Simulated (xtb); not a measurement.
C2H5BF2O, SMILES OCB(CF)F. All values are semi-empirical tight-binding results from xtb (GFN2-xTB unless named), good for trends rather than for accurate numbers. Coordinates come from a GFN2-xTB optimisation. This is a generated structure with no PubChem entry under its InChIKey; it may be hypothetical. One conformer was computed; it need not be the lowest.

```yaml
orbital_gap: 4.19 eV
dipole_moment: 2.35 D
zero_point_energy: 46.8 kcal/mol
G − E(el) at 298.15 K (modified RRHO): 26.6 kcal/mol
static polarisability (D4 model): 45.5 bohr³
solvation energy, GFN2-xTB/ALPB(water): -6.0 kcal/mol
solvation energy, GFN2-xTB/ALPB(dmf): -7.3 kcal/mol
```

Q: Give the IR lines (harmonic; lines under 4 % of the strongest left out, lines within 3 cm⁻¹ merged). (The exact figures need the calculation; the answer reports its results.)

A: ν (cm⁻¹): 81 (w), 192 (s), 230 (m), 303 (w), 503 (w), 830 (s), 1016 (vs), 1055 (s), 1121 (w), 1155 (m), 1180 (w), 1231 (s), 1246 (vs), 1310 (vs), 1332 (m), 1412 (w), 1439 (w), 2816 (m), 2913 (w), 2932 (w), 2939 (w), 3551 (w) (against the strongest line: vs over 80 %, s over 45 %, m over 15 %, w over 4 %, vw less)
